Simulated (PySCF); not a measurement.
## Electron correlation in Tm⁵⁴⁺ (thulium, charge +54)

[Ne] 3s2 3p3, high-spin 4S determinant. All numbers are calculated (PySCF 2.14, scalar relativity by spin-free X2C-1e, in an even-tempered Gaussian basis (17 s from 14 bohr⁻², ratio 2.5; 12 p from 18 bohr⁻², ratio 2.5; 4 d from 69 bohr⁻², ratio 2.7; 4 f from 100 bohr⁻², ratio 2.7)). Frozen: 1s2; 13 electrons correlated; the 20 highest virtual orbitals of each spin left out.

| level | correlation energy (mhartree) |
| --- | --- |
| CCSD | -557.72 |
| (T) | -0.54 |
| CCSD(T) | -558.26 |

Diagnostics: T1 = 0.00015, D1 = 0.0005, largest double amplitude 0.017.

Spin-orbit coupling is strong in this species (close to jj coupling), so the high-spin LS determinant is a model state, not a physical level.

Cost of the coupled-cluster step: about 60 core-seconds, for 13 correlated electrons.

At this charge the one-electron X2C treatment keeps the bare 1/r₁₂, with no two-electron picture change or Breit term. The effect here is smaller than on the frozen 1s shell; and a scalar Hamiltonian misses the large spin-orbit splitting of the p shells, which matters for ns² → np² pairs.

Spin-orbit coupling is strong in this species, so the high-spin LS determinant is a model state.
